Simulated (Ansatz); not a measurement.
Consider the ligand exchange at a Ge–O bond: `C[CH2][Ge][OH]` + H–F → `C[CH2][Ge][F]` + H₂O.

Computed with Ansatz on PBE0-D4/def2-TZVP structures; ΔE is electronic, products minus reactants. CCSD(T)/CBS is the MP2 limit (def2-TZVPP, def2-QZVPP) plus CCSD(T) − MP2 in def2-TZVPP, frozen cores. This one scheme is used for every species. DFT in def2-TZVPP. B3LYP here is the variant with VWN-RPA as its local correlation; programs differ in this. HSE06 is defined as in plane-wave codes. For Ge outer-core shells are correlated without core-valence functions, which leaves a few kJ/mol of doubt a bond. Scalar relativity is left out up to krypton. Each species was taken in one conformer, which may not be the lowest.

`C[CH2][Ge][OH]`:

Cartesian coordinates in Å:
```
C -0.181 0.677 0.701
C 0.702 0.385 -0.500
Ge 0.435 -1.348 -1.492
O -0.892 -2.051 -0.519
H -0.063 -0.078 1.485
H 0.051 1.642 1.161
H -1.240 0.708 0.427
H 1.765 0.399 -0.221
H 0.607 1.172 -1.260
H -1.183 -1.505 0.218
```

H–F:

Z-matrix (Å, degrees):
```
F
H 1 0.920
```

`C[CH2][Ge][F]`:

```xyz
9

C     0.477    0.446   -0.682
C    -0.297    0.332    0.622
Ge   -0.576   -1.491    1.373
F    -0.462   -2.365   -0.159
H     0.049   -0.197   -1.452
H     0.482    1.472   -1.061
H     1.519    0.142   -0.555
H    -1.326    0.709    0.499
H     0.136    0.953    1.415
```

H₂O:

Z-matrix (Å, degrees):
```
O
H 1 0.960
H 1 0.960 2 105.1
```

```
           level  ΔE (kJ/mol)  difference from CCSD(T)/CBS
          PBE-D4        -25.5                         -1.1
         BLYP-D4        -29.4                         -5.0
       r2SCAN-D4        -27.7                         -3.3
          B97M-V        -32.3                         -7.9
        B3LYP-D4        -30.0                         -5.6
      r2SCANh-D4        -27.5                         -3.1
        HSE06-D4        -25.8                         -1.4
        PBE-QIDH        -24.1                          0.3
            BLYP        -34.7                        -10.3
         r2SCANh        -28.2                         -3.8
         LC-ωPBE        -32.3                         -7.9
     HF/def2-SVP        -42.8                        -18.4
    MP2/def2-SVP        -25.3                         -0.9
CCSD(T)/def2-SVP        -27.8                         -3.4
  MP2/def2-TZVPP        -19.1                          5.3
  MP2/def2-QZVPP        -21.0                          3.4
     CCSD(T)/CBS        -24.4                            0
```

What do rigid-rotor, harmonic-oscillator terms from PBE0-D4/def2-TZVP frequencies (298.15 K, 1 bar) make of the CCSD(T)/CBS value? (Estimate.)

Ansatz gave: ΔZPE = -0.3 kJ/mol, ΔH = -23.6 kJ/mol, ΔS = 24 J/(mol·K), ΔG = -30.7 kJ/mol. Modes under 50 cm⁻¹ make the entropy rough.

Largest T1 diagnostic among the species: 0.014.

In def2-TZVPP, CCSD(T) changes the Hartree–Fock value by +18.1 kJ/mol (the triples alone add +2.9 kJ/mol) and MP2 by +21.1 kJ/mol. The D4 term adds +3.9 kJ/mol with B3LYP and +2.1 kJ/mol with PBE0; it sums over pairs of atoms, weighted by their polarisabilities, and B3LYP, whose exchange is more repulsive, gets the larger term. At CCSD(T), def2-SVP lies −3.4 kJ/mol from the extrapolated value and def2-TZVPP +2.4 kJ/mol.
